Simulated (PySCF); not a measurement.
## Static response to an electric field

In(NH3)H3.
Structure used (PBE0-D3(BJ)/def2-SVP), in Å, numbered top down from 1:
```
atom  x, y, z in Å
In1   -0.0027    0.0046   -1.2653
N2     0.0024   -0.0023    1.1328
H3    -0.9455    0.0328    1.5059
H4     0.5103    0.7990    1.5052
H5     0.4459   -0.8448    1.4967
H6     1.7299   -0.0206   -1.4589
H7    -0.8510    1.5156   -1.4563
H8    -0.8893   -1.4843   -1.4601
```

Level: CAM-B3LYP/def2-SVPD (PySCF), static field, nuclei fixed, core orbitals frozen in the response. The polarisability tensor in these axes (au):

```
x   57.47 -0.01  0.02
y   -0.01 57.45 -0.01
z    0.02 -0.01 55.27
```

Question: Diagonalise the tensor; give its mean and Δα, where Δα² is half the sum of the squared differences of the eigenvalues.

Answer: Principal values 55.27, 57.45 and 57.47 au; mean 56.73 au = 8.41 Å³ = 9.35 × 10⁻⁴⁰ C²·m²/J; Δα = 2.19 au (4 % of the mean).

Question: What is the dipole moment, and where does it point?

Answer: (0.01, -0.01, 4.76) D, 4.76 D in size, pointing from the negative to the positive side. Measured along this direction, the outermost atoms are H7, H8 and H6 at the negative end and H4, H3 and H5 at the positive end.

Question: Find the Langevin capture rate constant for H3O+ (19.018 u) meeting this molecule (134.954 u), k = 2.342 × 10⁻⁹ cm³/s × √(α in Å³ / reduced mass in u).

Answer: The reduced mass is 16.67 u, so k = 1.66 × 10⁻⁹ cm³/s. The formula leaves out the permanent dipole, which adds to the capture rate.

Question: Orientational against electronic polarisability at 250 K (dilute gas, rigid molecules)?

Answer: In Gaussian units μ²/3kT = 219.19 Å³ against 8.41 Å³, a ratio of 26.07; the Debye molar polarisation (4π/3)N_A(α + μ²/3kT) is 574.1 cm³/mol, leaving out the vibrational part.

Question: In TDDFT the mean static polarisability is Σ f/ω² over all singlet excitations (ω in hartree). How much of it do the 10 lowest give? Their energies (eV) and oscillator strengths: 5.89, 0.0175; 5.89, 0.0176; 6.97, 0.1124; 6.97, 0.1128; 7.42, 0.0000; 7.64, 0.0412; 7.65, 0.0409; 7.70, 0.2492; 8.03, 0.0012; 8.11, 0.4690.

Answer: They add up to 13.63 au, 24.0 % of the 56.73 au; the largest single term is 5.28 au, from the state at 8.11 eV. Terms in order: 0.37, 0.37, 1.71, 1.72, 0.00, 0.52, 0.52, 3.12, 0.01, 5.28 au. Higher excitations give the rest. The strengths listed sum to 1.062.

Question: What depolarisation ratio follows for Rayleigh scattering of linearly polarised light, taking the static tensor?

Answer: ρ = 3Δα²/(45ᾱ² + 4Δα²) = 14.3/(144828 + 19.1) = 9.9e-05.

Question: Refractivity n − 1 of an ideal gas of it at 500 K and 1 atm, from the electronic α?

Answer: N = p/kT = 1.4678 × 10¹⁹ cm⁻³, so n − 1 = 2π × N × 8.41 × 10⁻²⁴ cm³ = 775 × 10⁻⁶ at long wavelengths, for an ideal gas.

Geometry: PBE0-D3(BJ)/def2-SVP; no solvent, vibrations or thermal averaging. Atoms past krypton carry effective core potentials; spin–orbit coupling is left out.

The run behind these numbers computed excited states as well. Time: 6.0 s of wall time. Hardware: Arm Neoverse V1, one thread, on a shared host.
